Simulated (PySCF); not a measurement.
[Cd(CH3)2], neutral singlet in the gas phase. 

Cartesian coordinates (Å):
```xyz
9

Cd     0.0000     0.0000     0.0000
C      2.0152    -0.1255     0.6646
H      2.6578    -0.5824    -0.1150
H      2.0884    -0.7458     1.5807
H      2.4155     0.8823     0.8962
C     -2.0152     0.1255    -0.6646
H     -2.1012    -0.2008    -1.7208
H     -2.3880     1.1673    -0.5928
H     -2.6727    -0.5205    -0.0482
```
Charge 0, spin multiplicity 1.

All levels are single points at this geometry (PBE-D3(BJ)/def2-SVP); Pople sets use spherical d functions. Orbital energies aren't observables, and empty levels follow the basis.

PBE/6-31G* (LANL2DZ on Cd) in PySCF gives HOMO (eV) = -5.05.

**Question.** Estimate the HOMO (eV) from each of these levels: TPSSh-D3(BJ)/def2-TZVP in PySCF; B3LYP/6-311+G** (LANL2DZ on Cd) in PySCF; B3LYP/LANL2DZ in PySCF; BP86/6-31G* (LANL2DZ on Cd) in PySCF; M06-2X/6-31G* (LANL2DZ on Cd) in PySCF.

**Answer.** 
| level | HOMO (eV) |
|---|---|
| TPSSh-D3(BJ)/def2-TZVP in PySCF | -6.21 |
| B3LYP/6-311+G** (LANL2DZ on Cd) in PySCF | -6.30 |
| B3LYP/LANL2DZ in PySCF | -6.10 |
| BP86/6-31G* (LANL2DZ on Cd) in PySCF | -5.16 |
| M06-2X/6-31G* (LANL2DZ on Cd) in PySCF | -7.37 |
